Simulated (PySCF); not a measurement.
Two species compared at the same levels of theory.

First species: 4-methyl-1,2,4-pentatriene, C₆H₈.
SMILES: `CC(=C)C=C=C`

Second species: C₃H₉FSi₂.
SMILES: `F[Si@H]1CCC[SiH2]1`

Levels: PBE0/def2-SVPD for HOMO energy, LUMO energy, HOMO–LUMO gap and static isotropic polarisability; TDDFT PBE0/def2-SVPD for lowest singlet excitation; TDA PBE0/def2-SVPD for lowest triplet excitation (Tamm–Dancoff). Geometries: GFN2-xTB. All species are isolated and taken at one optimised geometry, non-relativistic unless stated. Electronic properties by PySCF.

Dipoles, sizes and rotational constants follow the conformer. The torsions of the flexible species, by atom-mapped SMILES:
- `[CH2:1]=[C:2]=[CH:3][C:4](=[CH2:5])[CH3:6]`: C2–C3–C4–C5 180°

The conformers of `F[Si@H]1CCC[SiH2]1` aren't listed.

Values for the first species:

```
HOMO energy                              : -6.62 eV
LUMO energy                              : -0.60 eV
HOMO–LUMO gap                            : 6.02 eV
Lowest singlet excitation                : 5.28 eV
Lowest triplet excitation (Tamm–Dancoff) : 3.37 eV
Static isotropic polarisability          : 79.6 au
```

Q: Estimate the same properties for the second species, and the change in each.

A: 
| property | first | second | second less first |
| --- | --- | --- | --- |
| HOMO energy | -6.62 eV | -7.68 eV | -1.06 eV |
| LUMO energy | -0.60 eV | -0.70 eV | -0.10 eV |
| HOMO–LUMO gap | 6.02 eV | 6.98 eV | +0.96 eV |
| lowest singlet excitation | 5.28 eV | 5.63 eV | +0.35 eV |
| lowest triplet excitation (Tamm–Dancoff) | 3.37 eV | 4.98 eV | +1.61 eV |
| static isotropic polarisability | 79.6 au | 86.6 au | +7.0 au |

On the first: S1 lies 0.74 eV below the HOMO–LUMO gap; its leading configuration is HOMO→LUMO+1, weight 0.90. The 6 singlets span 5.28 to 7.03 eV, and their oscillator strengths add up to 0.71.

On the second: The 6 singlets span 5.63 to 7.46 eV, and their oscillator strengths add up to 0.23. The polarisability is 12.83 Å³ as a volume (1 au = 0.148185 Å³), or 1.35 au for each of the 64 electrons.
